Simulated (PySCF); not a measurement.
**Shieldings and the share of exact exchange**

Molecule: SMILES [SiH3][SiH2][Si@@H](C)O, CH₁₀OSi₃.

Mapped SMILES: `[CH3:1][Si@@H:2]([OH:3])[SiH2:4][SiH3:5]`. Each H is labelled by its parent atom. Ha(Si4) is pro-R; Hb(Si4) is pro-S.

GIAO shieldings (ppm, equivalent atoms averaged) in PySCF on the PBE0-D3(BJ)/def2-SVP geometry, basis pcSseg-1, gas phase, non-relativistic:

```csv
functional,exact exchange (%),σ(Si2),σ(Si5),σ(O3)
BLYP,0,317.8,432.5,298.6
BP86,0,326.1,443.3,301.4
PBE,0,326.9,446.1,301.6
B3LYP,20,333.1,443.0,306.2
PBE0,25,345.7,458.0,310.5
BHandHLYP,50,355.6,458.3,314.7
HF,100,394.8,485.2,324.4
```

Q: Fit each shielding as a line in the percentage of exact exchange.

A: σ(Si2) = 323.2 + 0.71 x (rms 3.8 ppm); σ(Si5) = 440.2 + 0.44 x (rms 5.4 ppm); σ(O3) = 301.4 + 0.24 x (rms 1.7 ppm). The functionals also differ in their semilocal parts, which the line can't hold; Hartree–Fock has no correlation at all.

Q: What does the line predict for mPW1PW91 (25 %), and what does the run give?

A: σ(Si2): 340.9 predicted, 344.4 computed; σ(Si5): 451.2 predicted, 454.6 computed; σ(O3): 307.4 predicted, 310.1 computed ppm.
